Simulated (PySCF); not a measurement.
Can point charges reproduce the dipole moment of `CC#CC#CCN([SiH3])[SiH3]`?

Coordinates (GFN2-xTB, Å) and charges (e) from the PBE0/pcSseg-1 density (PySCF):

```csv
atom,x,y,z,Mulliken,IAO,Hirshfeld,ESP-fitted
C1,4.877,-0.654,-0.865,-0.1948,-0.4352,-0.0924,-0.5724
C2,3.530,-0.428,-0.402,-0.3242,-0.0040,-0.0172,+0.2684
C3,2.404,-0.239,-0.012,+0.0604,-0.0757,-0.0658,-0.3617
C4,1.134,-0.027,0.422,+0.0283,-0.0554,-0.0512,+0.0680
C5,0.025,0.169,0.857,-0.1584,-0.0481,-0.0296,-0.0058
C6,-1.350,0.384,1.252,+0.0307,-0.1570,-0.0069,-0.3586
N7,-2.270,0.302,0.125,-0.9023,-0.7645,-0.2572,-0.3584
Si8,-2.414,1.735,-0.846,+0.6356,+0.7379,+0.3442,+0.4397
Si9,-2.694,-1.299,-0.396,+0.6360,+0.7376,+0.3436,+0.4423
H10,5.471,-1.118,-0.077,+0.1529,+0.1764,+0.0643,+0.1882
H11,4.870,-1.313,-1.734,+0.1533,+0.1765,+0.0645,+0.1927
H12,5.341,0.293,-1.145,+0.1530,+0.1760,+0.0641,+0.1906
H13,-1.436,1.373,1.719,+0.1543,+0.1642,+0.0562,+0.2018
H14,-1.627,-0.370,1.999,+0.1550,+0.1643,+0.0559,+0.2044
H15,-2.596,2.841,0.100,-0.1089,-0.1336,-0.0793,-0.0974
H16,-3.589,1.539,-1.686,-0.0990,-0.1215,-0.0733,-0.0907
H17,-1.218,1.984,-1.659,-0.0822,-0.1418,-0.0839,-0.0809
H18,-3.842,-1.147,-1.281,-0.0990,-0.1216,-0.0735,-0.0906
H19,-3.037,-2.037,0.824,-0.1089,-0.1333,-0.0790,-0.0986
H20,-1.587,-1.977,-1.080,-0.0816,-0.1413,-0.0839,-0.0810
```

Form Σ q r in debye for every column and set it beside the full dipole.

The full density gives (1.11, -0.16, -0.20) D, 1.14 D in size; dipole vectors point from the negative to the positive end.

```
    scheme    μx     μy     μz  size (D)  share of the full size (%)  angle to the full dipole (°)
  Mulliken  1.65  -0.30  -0.72      1.82                         160                            13
       IAO  0.53  -0.20  -0.86      1.03                          90                            48
 Hirshfeld  0.82  -0.12  -0.17      0.85                          74                             1
ESP-fitted  1.08  -0.16  -0.18      1.10                          97                             1
```

Which set comes closest?

Length of the difference vector: ESP-fitted 0.04 D, Hirshfeld 0.29 D, Mulliken 0.76 D, IAO 0.88 D. Closest: ESP-fitted. ESP charges are fitted to the potential around the molecule, whose slowest-falling term is the dipole's. 

What is left for the Hirshfeld atoms' own dipoles?

The shares of the density sum to the whole, so what Σ q r misses lies in dipoles about the nuclei. The atomic dipoles sum to (1.11, -0.16, -0.20) − (0.82, -0.12, -0.17) = (0.29, -0.04, -0.03) D, 0.29 D in size.

With the origin at the mean of the coordinates, (0.000, 0.001, -0.194) Å, which are the largest single terms, by size, of the IAO dipole along the direction of the full one?

C1 -10.37, Si8 -8.78, Si9 -8.53, N7 +8.48, H10 +4.63 D; all 20 atoms together +0.69 D. The single terms depend on the origin, their sum doesn't.

Give the size of the full dipole in other units.

1.14 D = 0.449 au = 0.238 e·Å = 3.81 × 10⁻³⁰ C·m.

The structure is a single GFN2-xTB conformer in the gas phase; no vibrational or solvent corrections.

The run behind these numbers computed NMR shieldings as well. On an x86-64 server with one thread, on a shared host, this took 60 s wall.

Shape of the structure used: `[CH3:1][C:2]#[C:3][C:4]#[C:5][CH2:6][N:7]([SiH3:8])[SiH3:9]`: C5–C6–N7–Si8 -82°.
